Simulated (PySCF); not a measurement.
PySCF input for Al(Me)2(NCO) (C3H6AlNO), SMILES [CH3][Al]([CH3])[N]=C=O, PBE-D3(BJ)/def2-SVP. Coordinates come from a PBE-D3(BJ)/def2-SVP optimisation. A frequency run showed that this geometry is not a minimum. The structure was generated by enumeration; whether it is a known compound was not checked. Other conformers were not sampled.

```python
import numpy as np
from pyscf import gto, scf, dft, df
from pyscf.hessian import thermo

mol = gto.M(
    atom='''
    Al   -0.77324827    0.33268750   -0.36599312
    C    -2.30075533   -0.88839873   -0.42958540
    H    -2.04767035   -1.81050129   -0.99546934
    H    -3.19799828   -0.43625970   -0.89863877
    H    -2.58267942   -1.22107335    0.59254122
    C    -0.70892018    2.18315655   -0.99846546
    H     0.04384466    2.29611529   -1.80822754
    H    -0.39269998    2.87052439   -0.18493103
    H    -1.68257504    2.54165518   -1.38958207
    N     0.74696604   -0.32180365    0.35464865
    C     1.76839179   -0.76073004    0.83879800
    O     2.76636825   -1.18961740    1.31189936
    ''',
    basis='def2-SVP',
    charge=0,
    spin=0,
    max_memory=1600,
    verbose=3,
)
mf = dft.RKS(mol, xc='pbe').density_fit(auxbasis='def2-universal-jkfit')
mf.disp = 'd3bj'
mf.grids.level = 3
mf.conv_tol = 1e-11
mf.max_cycle = 100
mf.kernel()

# [left out here: the lines that compute and print the analytic Hessian (its translational invariance restored by hand, since the grid's response is missing), thermochemistry and intensities]
```

It prints:

```
converged SCF energy = -489.72601327325

WARN: DFTD3 does not support analytical Hessian, using finite difference


WARN: Mole.unit (angstrom) is changed to Bohr

Mode                                 0                   1                   2
Irrep
Freq [cm^-1]                      -31.1674             -7.3773             54.8342
Reduced mass [au]                   1.0218              1.0259              5.4389
Force const [Dyne/A]               -0.0006             -0.0000              0.0096
Char temp [K]                     -44.8430            -10.6143             78.8942
Normal mode                   x     y     z       x     y     z       x     y     z
       0  Al                -0.00  0.00 -0.00    0.00 -0.00 -0.01   -0.02 -0.04  0.01
       1   C                -0.01  0.01  0.02   -0.01  0.01  0.02   -0.08  0.05 -0.04
       2   H                -0.13  0.19 -0.33    0.09 -0.19  0.38   -0.13  0.05 -0.06
       3   H                -0.12  0.13  0.36    0.10 -0.12 -0.31   -0.05  0.11 -0.05
       4   H                 0.25 -0.32 -0.01   -0.24  0.35  0.07   -0.12  0.04 -0.06
       5   C                 0.01 -0.01 -0.02   -0.00  0.01  0.02    0.10 -0.03  0.04
       6   H                 0.30  0.09  0.27    0.28  0.12  0.30    0.12 -0.06  0.05
       7   H                -0.39  0.04  0.10   -0.39  0.03  0.15    0.13 -0.06  0.06
       8   H                 0.11 -0.13 -0.37    0.09 -0.11 -0.31    0.12  0.04  0.03
       9   N                -0.00  0.00 -0.00    0.00 -0.00 -0.01   -0.06 -0.11  0.02
      10   C                -0.00  0.00 -0.00    0.00 -0.00 -0.01    0.01  0.01 -0.00
      11   O                -0.00  0.00 -0.00    0.00 -0.00 -0.01    0.06  0.12 -0.02
Mode                                 3                   4                   5
Irrep
Freq [cm^-1]                       89.5882            154.3085            201.0491
Reduced mass [au]                   6.6052              2.5083              3.7482
[...]
Reduced mass [au]                   1.3620              1.4232              4.0535
Force const [Dyne/A]                0.3132              0.3805              1.1862
Char temp [K]                     898.8037            969.1663           1014.0097
Normal mode                   x     y     z       x     y     z       x     y     z
       0  Al                -0.01 -0.02  0.00    0.02 -0.02 -0.06    0.06  0.12 -0.02
       1   C                 0.09 -0.02  0.04   -0.03  0.03  0.08   -0.07 -0.09  0.01
       2   H                -0.20 -0.02 -0.08    0.30  0.21 -0.10   -0.21 -0.11 -0.03
       3   H                 0.33  0.40 -0.03    0.06 -0.05 -0.16   -0.02  0.02 -0.01
       4   H                -0.20  0.01 -0.04   -0.26 -0.29 -0.10   -0.19 -0.09 -0.02
       5   C                -0.08  0.05 -0.04   -0.03  0.03  0.08   -0.03 -0.11  0.02
       6   H                 0.12 -0.12  0.11   -0.00 -0.41  0.03    0.04 -0.18  0.09
       7   H                 0.13 -0.17  0.07    0.07  0.31 -0.21    0.04 -0.22  0.09
       8   H                 0.12  0.48 -0.13    0.05 -0.03 -0.17    0.02  0.00  0.01
       9   N                -0.01 -0.03  0.00   -0.01  0.00  0.02   -0.01 -0.02  0.00
      10   C                 0.00  0.01 -0.00   -0.00  0.00  0.00    0.00  0.00 -0.00
      11   O                -0.00 -0.00  0.00   -0.00 -0.00 -0.00    0.00  0.00 -0.00
Mode                                15                  16                  17
Irrep
Freq [cm^-1]                      733.9717           1167.3879           1167.8671
Reduced mass [au]                   1.7978              1.2273              1.2605
Force const [Dyne/A]                0.5706              0.9854              1.0129
Char temp [K]                    1056.0218           1679.6113           1680.3007
Normal mode                   x     y     z       x     y     z       x     y     z
       0  Al                 0.08 -0.03  0.04   -0.00  0.00 -0.00   -0.00 -0.01  0.00
       1   C                -0.08  0.04 -0.04    0.07  0.06  0.00    0.07  0.06  0.00
       2   H                 0.18  0.02  0.09   -0.33 -0.12  0.09   -0.33 -0.12  0.09
       3   H                -0.28 -0.33  0.02   -0.16 -0.31  0.06   -0.17 -0.31  0.06
       4   H                 0.19 -0.01  0.03   -0.25 -0.21 -0.16   -0.25 -0.21 -0.16
       5   C                -0.08  0.03 -0.04   -0.01 -0.09  0.03    0.01  0.09 -0.03
       6   H                 0.10 -0.11  0.11   -0.08  0.36  0.00    0.08 -0.35 -0.01
       7   H                 0.12 -0.16  0.06   -0.01  0.27 -0.25    0.01 -0.26  0.25
       8   H                 0.10  0.41 -0.11    0.17  0.31 -0.07   -0.16 -0.31  0.07
       9   N                -0.00  0.00 -0.00   -0.00  0.00 -0.00    0.00  0.00 -0.00
      10   C                -0.01  0.01 -0.01    0.00 -0.00  0.00    0.00  0.00 -0.00
      11   O                -0.03  0.01 -0.01    0.00 -0.00  0.00   -0.00 -0.00  0.00
Mode                                18                  19                  20
Irrep
Freq [cm^-1]                     1369.1295           1373.0512           1377.7578
Reduced mass [au]                   1.0529              1.0550              1.0460
Force const [Dyne/A]                1.1628              1.1719              1.1698
Char temp [K]                    1969.8725           1975.5149           1982.2868
Normal mode                   x     y     z       x     y     z       x     y     z
       0  Al                 0.00  0.00 -0.00   -0.00  0.00 -0.00    0.00 -0.00  0.00
       1   C                -0.03  0.03 -0.02   -0.01  0.02  0.04    0.02 -0.02  0.02
       2   H                 0.04 -0.22  0.39   -0.28  0.04 -0.14   -0.07  0.22 -0.41
       3   H                 0.10  0.23 -0.05    0.16 -0.16 -0.46   -0.09 -0.26 -0.00
       4   H                 0.20 -0.40 -0.09    0.31 -0.09  0.08   -0.16  0.38  0.10
       5   C                 0.04 -0.00  0.01    0.01 -0.01 -0.04    0.04 -0.00  0.01
       6   H                -0.28 -0.19 -0.30    0.24 -0.15  0.17   -0.28 -0.18 -0.31
       7   H                -0.41 -0.02  0.19   -0.24  0.18 -0.10   -0.39 -0.03  0.20
       8   H                 0.13  0.21 -0.04   -0.13  0.16  0.47    0.14  0.22 -0.07
       9   N                -0.00 -0.00  0.00   -0.00  0.00 -0.00    0.00 -0.00 -0.00
      10   C                -0.00 -0.00  0.00   -0.00  0.00 -0.00    0.00 -0.00  0.00
      11   O                 0.00  0.00 -0.00    0.00 -0.00  0.00   -0.00  0.00 -0.00
Mode                                21                  22                  23
Irrep
Freq [cm^-1]                     1378.7588           1443.3026           2368.9408
Reduced mass [au]                   1.0521             14.8111             12.7069
Force const [Dyne/A]                1.1784             18.1782             42.0145
Char temp [K]                    1983.7269           2076.5910           3408.3784
Normal mode                   x     y     z       x     y     z       x     y     z
       0  Al                 0.00 -0.00 -0.01   -0.02  0.01 -0.01    0.00 -0.00  0.00
       1   C                 0.01 -0.02 -0.04    0.00  0.00  0.00    0.00 -0.00  0.00
       2   H                 0.28 -0.03  0.12   -0.01 -0.00  0.00   -0.00 -0.00  0.00
       3   H                -0.16  0.15  0.46   -0.00 -0.00  0.00    0.00  0.00 -0.00
       4   H                -0.32  0.10 -0.08   -0.00 -0.00 -0.00   -0.00 -0.00 -0.00
       5   C                 0.01 -0.01 -0.04   -0.00 -0.00  0.00    0.00 -0.00  0.00
       6   H                 0.21 -0.18  0.14   -0.00  0.00  0.00    0.00  0.00  0.00
       7   H                -0.29  0.18 -0.08   -0.00  0.00 -0.00    0.00  0.00 -0.00
       8   H                -0.11  0.18  0.46    0.00  0.00 -0.00   -0.00 -0.00  0.00
       9   N                -0.00  0.00  0.00    0.17 -0.07  0.08   -0.10  0.04 -0.05
      10   C                -0.00  0.00  0.00    0.03 -0.01  0.01    0.20 -0.09  0.10
      11   O                 0.00 -0.00 -0.00   -0.14  0.06 -0.06   -0.07  0.03 -0.03
Mode                                24                  25                  26
Irrep
Freq [cm^-1]                     2964.3901           2965.3823           3052.5476
Reduced mass [au]                   1.0366              1.0365              1.0980
Force const [Dyne/A]                5.3671              5.3703              6.0279
Char temp [K]                    4265.0974           4266.5249           4391.9364
Normal mode                   x     y     z       x     y     z       x     y     z
       0  Al                 0.00  0.00 -0.00   -0.00  0.00 -0.00    0.00 -0.00 -0.00
       1   C                -0.02 -0.03  0.00    0.02  0.03 -0.00   -0.02  0.02  0.05
       2   H                -0.10  0.34  0.21    0.11 -0.34 -0.22    0.09 -0.35 -0.21
       3   H                 0.28 -0.16  0.15   -0.29  0.16 -0.15   -0.01  0.01  0.00
       4   H                 0.10  0.12 -0.39   -0.10 -0.12  0.40    0.11  0.13 -0.38
       5   C                -0.01 -0.03  0.01   -0.01 -0.03  0.01    0.02 -0.02 -0.06
       6   H                 0.29  0.03 -0.32    0.29  0.03 -0.31   -0.37 -0.06  0.38
       7   H                 0.12  0.25  0.31    0.11  0.24  0.31    0.15  0.32  0.37
       8   H                -0.32  0.11 -0.13   -0.32  0.10 -0.12   -0.04  0.01 -0.03
       9   N                -0.00 -0.00  0.00    0.00 -0.00  0.00    0.00  0.00  0.00
      10   C                -0.00 -0.00  0.00   -0.00  0.00 -0.00   -0.00  0.00 -0.00
      11   O                 0.00  0.00 -0.00    0.00 -0.00  0.00    0.00 -0.00  0.00
Mode                                27                  28                  29
Irrep
Freq [cm^-1]                     3052.6276           3073.4073           3074.2040
Reduced mass [au]                   1.0986              1.1016              1.1014
Force const [Dyne/A]                6.0316              6.1310              6.1328
Char temp [K]                    4392.0515           4421.9488           4423.0951
Normal mode                   x     y     z       x     y     z       x     y     z
       0  Al                 0.00 -0.00 -0.00    0.00  0.00 -0.00    0.00 -0.00  0.00
       1   C                 0.02 -0.02 -0.06   -0.04  0.04 -0.03    0.04 -0.04  0.03
       2   H                -0.12  0.44  0.26    0.05 -0.21 -0.14   -0.05  0.21  0.14
       3   H                 0.02 -0.01 -0.00    0.47 -0.24  0.25   -0.46  0.23 -0.24
       4   H                -0.13 -0.17  0.48   -0.07 -0.06  0.21    0.07  0.06 -0.21
       5   C                 0.02 -0.02 -0.05    0.06  0.00  0.02    0.06  0.00  0.02
       6   H                -0.29 -0.05  0.31   -0.13 -0.02  0.16   -0.14 -0.02  0.16
       7   H                 0.12  0.26  0.30   -0.07 -0.17 -0.20   -0.07 -0.17 -0.20
       8   H                -0.03  0.01 -0.02   -0.50  0.19 -0.20   -0.51  0.19 -0.20
       9   N                -0.00  0.00  0.00   -0.00 -0.00 -0.00    0.00 -0.00  0.00
      10   C                -0.00  0.00 -0.00    0.00  0.00 -0.00   -0.00  0.00 -0.00
      11   O                 0.00 -0.00  0.00   -0.00 -0.00  0.00    0.00 -0.00  0.00
temperature 298.1500 [K]
pressure 101325.00 [Pa]
Rotational constants [GHz] 4.81588 1.38917 1.09300
Symmetry number 1
Zero-point energy (ZPE) 0.08219 [Eh]   215782.359 [J/mol]
                           tot       elec      trans        rot        vib
Entropy [J/mol/K]       364.553      0.000    166.063    117.891     80.599
Cv [J/mol/K]            106.724      0.000     12.472     12.472     81.780
Cp [J/mol/K]            115.038      0.000     20.786     12.472     81.780
Internal energy [J/mol]                      3718.434   3718.434 228403.967
Internal energy [Eh]   -489.63619  -489.72601
Enthalpy [J/mol]                             6197.391   3718.434 228403.967
Enthalpy [Eh]          -489.63524
Gibbs free energy [J/mol]                  -43314.401 -31430.816 204373.522
Gibbs free energy [Eh] -489.67664
mode   freq/cm-1   IR/(km/mol)
   1      -31.17         0.000
   2       -7.38         0.118
   3       54.83         0.067
   4       89.59         0.036
   5      154.31         2.141
   6      201.05        11.452
   7      210.96        13.327
   8      466.43        20.465
   9      537.27         0.029
  10      589.94        16.663
  11      595.96        29.374
  12      609.86        19.974
  13      624.70         6.414
  14      673.60        92.440
  15      704.77       126.672
  16      733.97       226.047
  17     1167.39         8.447
  18     1167.87        38.956
  19     1369.13         0.957
  20     1373.05         0.002
  21     1377.76         0.206
  22     1378.76         2.780
  23     1443.30        28.014
  24     2368.94      1262.891
  25     2964.39         2.661
  26     2965.38         0.228
  27     3052.55         0.085
  28     3052.63         5.527
  29     3073.41         0.328
  30     3074.20        12.492
max |gradient| / (hartree/bohr): 7.241208806346457e-05
APT charges: [ 1.5598 -0.4518  0.0191  0.0136  0.0193 -0.4518  0.0194  0.0189  0.0136
 -1.1855  1.1672 -0.7418]
```

Self-consistency was reached. The end point has an imaginary mode, so it is no minimum.
